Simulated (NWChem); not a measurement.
Species: ZnBr, doublet; SMILES [Zn][Br]

```xyz
2

Zn     0.0000     0.0000    -1.2536
Br     0.0000     0.0000     1.0657
```
Atoms are numbered in this order, from 1.

Level: PBE-D3(BJ)/def2-SVP, spin-unrestricted (NWChem), optimised geometry, unscaled harmonic frequencies. This build's default masses of Se (78.918 u) and Br (79.917 u) are each other's, which moves their modes by up to 0.6 %. The spin multiplicity was typed, not searched, and may not be the lowest.

| frequency (cm⁻¹) | IR intensity (km/mol) |
|---|---|
| 261 | 18.4 |

The zero-point energy is 0.4 kcal/mol, the thermal correction to the enthalpy at 298.15 K (with zero-point energy) is 2.7 kcal/mol and the heat capacity Cv is 6.7 cal/(mol K). The dipole moment is 2.86 D.

Rigid rotor and harmonic oscillator.
